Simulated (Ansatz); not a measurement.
Relaxation of CH3BO2 (7 atoms, charge 0, multiplicity 1), to a largest force component of 0.015 eV/Å in at most 40 steps.

Level of theory: RKS LDA/def2-SVP (Ansatz).

```xyz
7
Properties=species:S:1:pos:R:3
O -0.126 -2.017 0.720
C -0.092 -1.075 -0.112
B 0.211 0.383 0.342
O 0.427 1.468 -0.629
H -0.242 -1.289 -1.181
H 0.418 0.627 1.500
H -0.535 1.834 -0.686
```

Problem. Where does it end, and by what steps?

Solution. It converged. After 12 steps the energy has fallen by 1.236 eV; H7 moved furthest, 0.69 Å.

```tsv
step	energy less start (eV)	largest force component (eV/Å)	accepted
0	0.0000	2.885	yes
1	-0.3058	1.898	yes
2	-0.4423	0.865	yes
3	-0.6458	2.000	yes
4	-0.7794	1.592	yes
5	-1.1065	0.808	yes
6	-1.2212	0.407	yes
7	-1.2325	0.256	yes
8	-1.2348	0.064	yes
9	-1.2353	0.024	yes
10	-1.2355	0.049	yes
11	-1.2355	0.061	yes
12	-1.2356	0.009	yes
```

```xyz
7
Properties=species:S:1:pos:R:3
O 0.050 -2.048 0.721
C -0.045 -1.159 -0.101
B 0.069 0.380 0.285
O -0.063 1.249 -0.727
H -0.223 -1.412 -1.204
H 0.263 0.738 1.438
H 0.010 2.185 -0.458
```

Time of the run: 15 s on 1 thread of Arm Neoverse V2 (shared host), peak memory 0.13 GiB.
